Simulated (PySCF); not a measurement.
SMILES F[B]B(F)F (B₂F₃), doublet (B3LYP/def2-SVP optimised geometry):

```
5

F     -1.678     0.471     0.000
B     -0.684    -0.362     0.000
B      0.992    -0.362     0.000
F      1.670    -0.463    -1.136
F      1.678    -0.471     1.131
```

Calculation: unrestricted B3LYP/def2-TZVP (PySCF).

Problem. What are the frontier orbital energies (α orbitals alone; a β orbital can be the lowest empty one) and the dipole moment?

Solution. HOMO-2 -11.89 eV, HOMO-1 -11.10 eV, HOMO -5.90 eV, LUMO -2.17 eV, LUMO+1 -0.78 eV; dipole moment 1.10 D.

On the same geometry unrestricted PBE/def2-TZVP (PySCF 2.14.0) gives HOMO-2 -10.05 eV, HOMO-1 -9.53 eV, HOMO -4.89 eV, LUMO -3.02 eV, LUMO+1 -1.42 eV; dipole moment 1.14 D.

Meta-Löwdin charges at B3LYP/def2-TZVP: F1 -0.20, B2 0.27, B3 0.51, F4 -0.29, F5 -0.29.
